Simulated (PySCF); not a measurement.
Magnetisability: `C=C[P@+]1(C)C(C)=C1F`, [C$_{6}$H$_{9}$FP]+, charge +1

Geometry:
| atom | x (Å) | y (Å) | z (Å) |
| --- | --- | --- | --- |
| C1 | -1.852 | 1.858 | -0.297 |
| C2 | -1.855 | 0.582 | 0.060 |
| P3 | -0.418 | -0.491 | -0.132 |
| C4 | -0.733 | -2.235 | 0.264 |
| C5 | 1.277 | 0.180 | -0.101 |
| C6 | 2.387 | 0.671 | 0.716 |
| C7 | 0.836 | -0.074 | -1.335 |
| F8 | 1.173 | -0.013 | -2.591 |
| H9 | -0.985 | 2.340 | -0.720 |
| H10 | -2.731 | 2.471 | -0.178 |
| H11 | -2.719 | 0.088 | 0.485 |
| H12 | 0.171 | -2.817 | 0.091 |
| H13 | -1.539 | -2.610 | -0.370 |
| H14 | -1.032 | -2.322 | 1.310 |
| H15 | 2.060 | 1.488 | 1.358 |
| H16 | 3.192 | 1.017 | 0.070 |
| H17 | 2.763 | -0.123 | 1.362 |

Total charge +1.

Computed with GIAO BHandHLYP/6-31G* magnetisability, rotational g tensor and spin-rotation constants, non-relativistic, gas phase (PySCF). Geometry: GFN2-xTB.

For an ion the centre-of-mass motion in the field is neglected.

**Question.** What are the magnetisability and the molar susceptibility?

**Answer.** Isotropic -1247 × 10⁻³⁰ J/T², or -75.1 × 10⁻⁶ cm³/mol; principal values -1341, -1306, -1094 × 10⁻³⁰ J/T², anisotropy 231 × 10⁻³⁰ J/T² (root of half the summed squared differences of the principal values). The susceptibility is in cgs units.

**Question.** Split it along the inertial axes a, b, c into diamagnetic and paramagnetic parts about the centre of mass, with the quadrupole moment.

**Answer.** 
| axis | χ (10⁻⁶ cm³/mol) | diamagnetic (10⁻⁶ cm³/mol) | paramagnetic (10⁻⁶ cm³/mol) | summed x² of all electrons (Å²) | quadrupole Θ (D Å) |
| --- | --- | --- | --- | --- | --- |
| a | -67.8 | -772.8 | 705.0 | 158.5 | +6.09 |
| b | -77.4 | -1009.1 | 931.7 | 102.8 | +4.98 |
| c | -80.0 | -1108.8 | 1028.7 | 79.3 | -11.07 |

Anisotropies 2χaa − χbb − χcc = +21.8 and 2χbb − χaa − χcc = -7.0 × 10⁻⁶ cm³/mol. Θ is traceless in Buckingham's convention.

**Question.** And the rotational g tensor?

**Answer.** 
| axis | rotational constant (GHz) | g | nuclear part | electronic part |
| --- | --- | --- | --- | --- |
| a | 1.7965 | -0.0064 | 0.5886 | -0.5950 |
| b | 1.2851 | +0.0016 | 0.5641 | -0.5625 |
| c | 1.1881 | +0.0082 | 0.5824 | -0.5742 |

Asymmetric top; isotopes 12C, 19F, 1H, 31P; no vibrational averaging.
